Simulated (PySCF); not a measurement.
## Exercise with solution: refractive index and permittivity of the vapour

Ni(OH)2 (H2NiO2), SMILES [OH][Ni][OH] (connectivity only; charge and spin as stated), neutral, multiplicity 3.

Coordinates come from a PBE0-D3(BJ)/def2-TZVP optimisation. The spin state was assumed, not searched. One conformer was computed; it need not be the lowest.

PySCF with B3LYP/def2-TZVPD gives a mean static polarisability of 38.9 bohr³ and a dipole moment of 2.67 D. Take an ideal gas at 298.15 K and 0.1 bar, whether or not the substance is that volatile.

Problem. Work out n − 1 in the optical limit and the static ε − 1.

Solution. 
Polarisability volume α' = 38.9 × 0.148185 = 5.76 Å³. Number density N = p/kT = 2.43e-6 Å⁻³.
Dilute limit of Lorentz–Lorenz: n − 1 = 2π N α' = 8.8e-5.
Orientation term of Debye: μ²/(3kT) = 8.098 Å³ × μ²(D²) = 57.73 Å³.
ε − 1 = 4π N (α' + μ²/3kT) = 0.0019. Orientation of the dipole supplies 91 % of the static response; it can't follow optical fields. Vibrational polarisation and dispersion are left out.
